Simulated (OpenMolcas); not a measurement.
**Levels of Ti2+ by method**

- Program: OpenMolcas 26.06
- Basis: ANO-RCC-VDZP [5s4p2d1f]
- Scalar Hamiltonian: DKH2, point nucleus
- Active space: 2 electrons in 6 orbitals (3d 4s)
- State averaging: 2S+1 = 3 even, 15 roots; 2S+1 = 1 even, 20 roots
- Spin-orbit coupling: state interaction with AMFI integrals over the reference wave functions, term energies averaged over their components

Methods on the same reference wave functions:
A. CASSCF
B. SS-CASPT2, IPEA 0.25 Eh, imaginary shift 0.1 Eh (closed shells correlated: 3s 3p)
C. MS-CASPT2, IPEA 0.25 Eh, imaginary shift 0.1 Eh (closed shells correlated: 3s 3p)

Energies in cm⁻¹ above 3d² ³F₂, the measured ground level; measured values from Corliss and Sugar, J. Phys. Chem. Ref. Data 8, 1 (1979).

```json
{"Level": "3d² ³F₂", "A": "0.0", "B": "0.0", "C": "0.0", "Measured": "0.0"}
{"Level": "3d² ³F₃", "A": "201", "B": "202", "C": "202", "Measured": "185"}
{"Level": "3d² ³F₄", "A": "462", "B": "463", "C": "463", "Measured": "420"}
{"Level": "3d² ¹D₂", "A": "10912", "B": "8250", "C": "8230", "Measured": "8474"}
{"Level": "3d² ³P₀", "A": "13702", "B": "10980", "C": "10980", "Measured": "10538"}
{"Level": "3d² ³P₁", "A": "13771", "B": "11050", "C": "11050", "Measured": "10604"}
{"Level": "3d² ³P₂", "A": "13914", "B": "11190", "C": "11190", "Measured": "10721"}
{"Level": "3d² ¹G₄", "A": "17236", "B": "15110", "C": "15110", "Measured": "14398"}
{"Level": "3d 4s ³D₁", "A": "39943", "B": "37110", "C": "37110", "Measured": ""}
{"Level": "3d 4s ³D₂", "A": "40070", "B": "37230", "C": "37230", "Measured": "38199"}
{"Level": "3d 4s ³D₃", "A": "40271", "B": "37440", "C": "37440", "Measured": "38426"}
{"Level": "3d² ¹S₀", "A": "41944", "B": "32840", "C": "32840", "Measured": "32476"}
{"Level": "3d 4s ¹D₂", "A": "46716", "B": "40960", "C": "40970", "Measured": "41704"}
```

Deviations, from unrounded energies. A percentage is the sum of absolute deviations over the sum of measured energies, with the sign that they share, or ± where signs differ.

```csv
Against measurement,Levels,A,B,C
mean absolute deviation (cm-1),11,3000,490,490
fine structure of the ground term (%),2,+9.5,+9.9,+9.9
other terms of the ground configuration (%),6,+27.8,±3.0,±3.1
other configurations (%),3,+7.4,-2.3,-2.3
```

B, C lie about equally close to measurement and A furthest from it. The largest miss of C in the table is 3d 4s ³D₃, by -990 cm-1. The ranking rests on the paired levels alone, and a cruder setting can come out closer through cancelling errors.

Between B and C the level of the table that moves most is 3d 4s ¹D₂, by 16 cm-1 (lowest in B, highest in C). Moves below CASPT2's spread within the term are not significant.

The two smallest mean deviations differ by little beside CASPT2's spread within terms, so their order carries little weight.

From A to B the spin-free energies of the other terms of 3d² shown, above ³F, scale by factors of 0.75 to 0.87, as is usual when dynamic correlation screens the repulsion within a d or f shell.

The lowest spin-free term lies below A's lowest term by 0.231 hartree in B, 0.231 hartree in C.

CASPT2 breaks the degeneracy within a term, and the mean is taken; among the terms shown or strongly mixed into the levels shown the widest spread is 970 cm-1 (3d² ¹G, C). A single d shell beside an s shell can misplace configurations of different d count against each other. Without dynamic correlation excited terms often stand tens of per cent too high (terms of higher spin than the ground term too low), and those without a measured partner can miss by more than the paired ones (holds for A). Measured partners are found by configuration, term and J. A level has none where our copy of the source lacks it or the pairing is in doubt (some pairs that miss far off the trend of their configuration count as doubtful), and it then counts in no deviation. Only configurations of the active space appear.
